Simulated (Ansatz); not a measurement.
Reading a saddle point

A first-order saddle point of SiNH6Br, closed shell, PBE0-D4/def2-TZVP, with one imaginary mode of 517i cm⁻¹:

```xyz
9
angstrom
Si -0.2221 -0.1596 -0.3473
Br 0.6187 1.2824 -2.4772
H 0.4856 -1.2342 -1.0497
H -1.4760 0.5509 -0.6154
N -0.4561 -0.7973 1.2171
H 0.9820 1.2117 -0.5447
H 0.9576 0.9828 0.2857
H -1.0551 -0.3631 1.9008
H 0.1655 -1.4737 1.6306
```

Computed with Ansatz 0.2.0 (basis: def2-TZVPP and def2-QZVPP); correlated methods freeze the cores. Filled d shells of the heavier atoms are correlated. The def2 sets are not built for correlating such inner shells, so the correlated values are less sure here. Extrapolation: Hartree–Fock as exp(−7.88 √X), correlation as X^−2.97.

Question: Which contacts change along the imaginary mode, and what lies on either side? (Judge from chemistry; the calculation decides.)

Answer: By the calculation: The step is SiNH₄Br ([NH2][SiH2][Br]) + H₂ → SiNH₅ ([NH2][SiH3]) + HBr, with the molecules in contact on both sides. Shortening one way: Si1–H7, Br2–H6; lengthening the same way: Si1–Br2, H6–H7.
| pair | one side (Å) | saddle (Å) | other side (Å) |
| --- | --- | --- | --- |
| Si1–H7 | 4.53 | 1.76 | 1.50 |
| Br2–H6 | 3.34 | 1.97 | 1.43 |
| Si1–Br2 | 2.24 | 2.71 | 4.26 |
| H6–H7 | 0.75 | 0.86 | 1.82 |

Question: Which side is lower, and how far does the saddle lie above each? (To be estimated.)

Answer: Computed: The side with Si1–Br2, H6–H7 short is lower by 89.9 kJ/mol; the saddle lies 208.2 kJ/mol above it and 118.3 kJ/mol above the other (CCSD(T) at an estimated basis limit (MP2 extrapolated from triple and quadruple zeta, plus CCSD(T) − MP2 in triple zeta); electronic energies).

The T1 diagnostic stays at or below 0.010.

Labels in which every atom is bracketed show which atoms are joined, not bond orders.

For scale, one of the runs: CCSD(T)/def2-TZVPP, 205 basis functions, launched by `ansatz run in.yaml --threads 4 --pin off --events-out ev --progress --plain --max-ram 9574MiB`. Hardware: 4 CPU threads of an Arm Neoverse V2, shared host. Wall time 55 s; peak host memory 2.6 GiB.
